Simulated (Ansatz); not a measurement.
The same path of BFH4OSi (8 atoms, charge 0, multiplicity 1) was run twice with different band settings. The coordinate that changes most is the dihedral B1–O2–Si3–F4.

Theory: RKS BLYP-D4/def2-SVP (Ansatz).

Relaxed end points:

```xyz
8
Properties=species:S:1:pos:R:3
B -0.830 1.361 -0.165
O -0.056 0.458 0.499
Si 0.683 -1.025 0.225
F 0.350 -1.547 -1.288
H -1.165 1.155 -1.317
H -1.161 2.362 0.439
H 2.154 -0.825 0.350
H 0.117 -1.996 1.202
```

```xyz
8
Properties=species:S:1:pos:R:3
B -1.003 1.174 0.332
O 0.206 0.705 -0.088
Si 0.841 -0.852 -0.234
F 0.947 -1.185 -1.828
H -1.852 0.401 0.744
H -1.190 2.373 0.285
H 2.216 -0.826 0.335
H -0.073 -1.848 0.399
```

Common settings: spring 5.0 eV/Å²; optimiser quadratic models (default); start path IDPP; force threshold 0.05 eV/Å; iteration limit 60; end points relaxed.

| run | movable images | climbing image |
| --- | --- | --- |
| 1 | 7 | yes |
| 2 | 4 | no |

(1) What does each run give, and how far can it be trusted?

Answers

(1) Run 1: converged after 14 iterations, highest image 0.022 eV above the first end. A vibrational analysis at the climbing image gives one clearly imaginary mode, 82i cm⁻¹: a first-order saddle point.
Run 2: converged after 9 iterations, highest image 0.022 eV above the first end. No image climbed, so the highest image needn't sit at the top of the path.
